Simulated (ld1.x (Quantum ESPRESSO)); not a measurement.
# Plane-wave convergence, ultrasoft potential for C

carbon (C), ultrasoft, made with ld1.x (Quantum ESPRESSO) 7.5 (PBE, non-relativistic). Core [He], reference 2s2 2p2. Waves: 2s (bound): rcut 1.00, rcutus 1.25 bohr; 2s channel at 1.45 Ry: rcut 1.00, rcutus 1.25 bohr; 2p (bound): rcut 1.90, rcutus 2.35 bohr; 2p channel at -0.05 Ry: rcut 1.90, rcutus 2.35 bohr. Local part: all-electron potential smoothed inside 1.60 bohr (lloc = -1). Core correction: Bessel-smoothed model core inside 1.10 bohr. Augmentation charge: PSQ, radius 0.95 bohr.

The pseudo-atom Hamiltonian at the reference potential is diagonalised in spherical Bessel functions j_l(qr) that vanish at 20 bohr, with q² up to the cutoff. All-electron valence levels (Ry): 2s -1.0098, 2p -0.3887.

How do the lowest levels (Ry) of each channel move with the cutoff, and are there ghosts?

| cutoff (Ry) | s #1 | p #1 | d #1 | d #2 | f #1 | Σ f·Δε (mRy) |
| --- | --- | --- | --- | --- | --- | --- |
| 8 | -1.0086 | -0.3657 | 0.0727 | 0.1712 | 0.1172 | 48.6 |
| 10 | -1.0093 | -0.3825 | 0.0727 | 0.1712 | 0.1172 | 13.6 |
| 12 | -1.0093 | -0.3876 | 0.0727 | 0.1712 | 0.1172 | 3.3 |
| 15 | -1.0094 | -0.3886 | 0.0727 | 0.1712 | 0.1172 | 1.2 |
| 18 | -1.0096 | -0.3886 | 0.0727 | 0.1712 | 0.1172 | 0.8 |
| 21 | -1.0097 | -0.3886 | 0.0727 | 0.1712 | 0.1172 | 0.5 |
| 25 | -1.0097 | -0.3887 | 0.0727 | 0.1712 | 0.1172 | 0.3 |
| 400 | -1.0098 | -0.3887 | 0.0727 | 0.1712 | 0.1172 | 0.0 |

Result: no extra level below or beside the all-electron valence levels (s, p, d, f tested); 10 mRy is reached at 12 Ry and 1 mRy at 18 Ry.
